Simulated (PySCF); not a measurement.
Species: C4H11OSi (doublet state).
Z-matrix (Å and degrees, GFN2-xTB geometry), rows numbered from 1:
```
C 
C   1  1.4764
C   2  1.4785  1  120.69
C   3  1.5473  2  112.02  1    88.79
O   4  1.3927  3  109.67  2   -64.21
Si  5  1.6156  4  130.89  3   159.44
H   1  1.0881  2  111.40  3   167.52
H   1  1.0981  2  110.74  3   -72.39
H   1  1.0911  2  110.88  3    45.51
H   2  1.0775  1  118.98  3   162.66
H   3  1.0918  2  110.22  1   -30.85
H   3  1.0937  2  110.93  1  -151.87
H   4  1.0983  3  109.61  2   175.73
H   4  1.0966  3  109.58  2    57.05
H   6  1.4664  5  111.61  4    67.89
H   6  1.4669  5  111.27  4   -52.64
H   6  1.4538  5   99.21  4  -172.33
```

The hyperfine couplings belong to this conformer and change with its torsions.

The species is `C[CH]CCO[SiH3]` [radical].

Method used: UKS B3LYP, pcH-1 on C H O Si, non-relativistic, mean-field spin-orbit, GIAO in PySCF 2.14.0. One conformer (not necessarily the lowest) at the GFN2-xTB geometry, without solvent, vibrations or thermal averaging. Couplings are sensitive to structure, and on GFN2-xTB geometries they can be far from those on DFT ones. Stability of the SCF solution: not tested.

The Mulliken spin populations are largest on C2 (+1.02), C1 (-0.08), C3 (-0.08) and H8 (+0.07). No atom but C2 exceeds +0.15. The angles at C2 add up to 357.8°, so it is nearly planar; its axial dipolar tensor and the negative coupling of its proton fit spin in a p orbital normal to that plane.

(1) McConnell's relation a(H) = Q·ρ ties the coupling of a proton on a planar π carbon to the spin population of that carbon. What Q do the computed values give?

(2) List the C–H protons on four-coordinate carbons next to a three-coordinate spin centre, with their couplings and θ (C–H bond against the normal to the plane of the centre's neighbours, projected along the bond that joins the two).

(3) What would the freely rotating methyl group on C1 show?

Results:

(1) 
```csv
H,C,ρ(C),a(H) (G),a/ρ (G)
H10,C2,+1.021,-20.92,-20.5
```

One proton gives one ratio, Q = -20.5 G, and no test of linearity. In McConnell's picture π spin on carbon polarises the C–H bond and leaves opposite spin at the proton, which makes Q negative, as found here.

(2) 
```json
{"β H": "H7", "on": "C1", "centre": "C2", "θ (°)": "70", "cos²θ": "0.12", "a (G)": "+8.47"}
{"β H": "H8", "on": "C1", "centre": "C2", "θ (°)": "10", "cos²θ": "0.97", "a (G)": "+56.86"}
{"β H": "H9", "on": "C1", "centre": "C2", "θ (°)": "52", "cos²θ": "0.37", "a (G)": "+19.06"}
{"β H": "H11", "on": "C3", "centre": "C2", "θ (°)": "67", "cos²θ": "0.15", "a (G)": "+5.56"}
{"β H": "H12", "on": "C3", "centre": "C2", "θ (°)": "54", "cos²θ": "0.35", "a (G)": "+18.43"}
```

Fitting the Heller–McConnell form a = ρ(B0 + B2 cos²θ), with Mulliken ρ = 1.02, gives B0 = -1.8 G and B2 = 58.5 G, with a largest miss of 3.0 G. By this fit the coupling would be 58.0 G at θ = 0° and -1.8 G at 90°.

(3) Three equal couplings, a 1:3:3:1 quartet. The mean of the three values of this geometry estimates the splitting: 28.1 G, or 78.8 MHz (three bonds 120° apart have a mean cos²θ of 1/2 at any torsion).

Couplings in gauss use g_iso = 2.0026.
